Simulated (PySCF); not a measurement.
A species of formula C3H8O2Si has this rotational fingerprint, computed with PBE0-D3(BJ)/def2-SVP geometry optimisation, gas phase in PySCF:

| Item | Value |
| --- | --- |
| Rotational constants | A = 5014, B = 1902, C = 1549 MHz |
| Dipole components | \|μa\| = 0.22 D, \|μb\| = 1.15 D, \|μc\| = 1.46 D |
| Inertial defect | -40.19 u·Å² |
| κ | -0.80 |

Question: Which candidate fits, each taken in the one conformer that was computed?
A. `[CH2:1]=[CH:2][O:3][Si@H:4]([CH3:5])[OH:6]` with C1–C2–O3–Si4 -8°, C2–O3–Si4–C5 -65°, O3–Si4–O6–H 61°
B. `[OH:1][CH2:2]/[CH:3]=[CH:4]\[O:5][SiH3:6]` with H–O1–C2–C3 57°, O1–C2–C3–C4 -126°, C3–C4–O5–Si6 177°
C. `[O:1]=[C:2]([OH:3])[CH2:4][CH2:5][SiH3:6]` with O1–C2–O3–H -1°, O1–C2–C4–C5 -23°, C2–C4–C5–Si6 52°
D. `[CH2:1]=[C:2]([O:3][CH3:4])[O:5][SiH3:6]` with C1–C2–O3–C4 1°, C1–C2–O5–Si6 -179°
E. `[SiH3:1][O:2][CH:3]1[CH2:4][O:5][CH2:6]1` with Si1–O2–C3–C4 -91°, O2–C3–C4–O5 -124°, C3–C4–O5–C6 10°, C4–O5–C6–C3 -10°, O2–C3–C6–O5 127°

Answer: A. It is C=CO[Si@H](C)O, an asymmetric top, point group C1. The candidates at the same level (rigid rotor, commonest isotopes):

```
        SMILES  A (MHz)  B (MHz)  C (MHz)  μa (D)  μb (D)  μc (D)  Δ (u·Å²)  point group                        rotor
 [SiH3]OC1COC1     9150     1478     1356    1.57    0.14    1.04    -24.48           C1  near-prolate asymmetric top
C=C(OC)O[SiH3]     5172     1974     1467    1.10    1.74    0.00     -9.30           Cs               asymmetric top
C=CO[Si@H](C)O     5014     1902     1549    0.22    1.15    1.46    -40.19           C1               asymmetric top
OC/C=C\O[SiH3]     9420     1070     1014    2.56    0.58    0.80    -27.37           C1  near-prolate asymmetric top
O=C(O)CC[SiH3]     6093     1676     1389    1.89    1.50    0.05    -20.71           C1               asymmetric top
```

`[SiH3]OC1COC1` has A 82 % too high; `OC/C=C\O[SiH3]` has A 88 % too high; `C=C(OC)O[SiH3]` has C 5 % too low; `O=C(O)CC[SiH3]` has A 22 % too high. No structure here is proved a minimum.
